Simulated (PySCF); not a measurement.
C3H9NSi2, SMILES C([C@H](C[SiH3])[SiH3])#N.

Geometry: PBE0-D3(BJ)/def2-SVP. The structure was generated by enumeration; whether it is a known compound was not checked. Other conformers were not sampled.

Two levels are set side by side: TDA-PBE/def2-SVPD (PySCF) and TDA-PBE0/def2-SVPD (PySCF). Vertical, same geometry. The lowest singlet is HOMO→LUMO 91 % with PBE and HOMO→LUMO 79 % with the other functional; states are paired by order. Differences are taken from unrounded values.

| quantity | TDA-PBE |
|---|---|
| lowest singlet excitation (eV) | 6.27 |
| lowest triplet excitation (TDA) (eV) | 5.87 |
| first bright state (f over 0.05) (eV) | 7.10 |
| its oscillator strength | 0.08 |

These are the TDA-PBE values. What does TDA-PBE0 give? (The exact figures need the calculation; the answer reports its results.)


```tsv
quantity	TDA-PBE0	TDA-PBE minus TDA-PBE0
lowest singlet excitation (eV)	6.92	-0.65
lowest triplet excitation (TDA) (eV)	6.01	-0.14
first bright state (f over 0.05) (eV)	7.91	-0.81
its oscillator strength	0.20	-0.12
```

Functionals without exact exchange tend to place singlet excitations lower, as here. Differences between two approximate levels are no errors against the true value.

Rough cost on one machine, each run with all the roots and properties that it gave: TDA-PBE0 against TDA-PBE about 3 times.
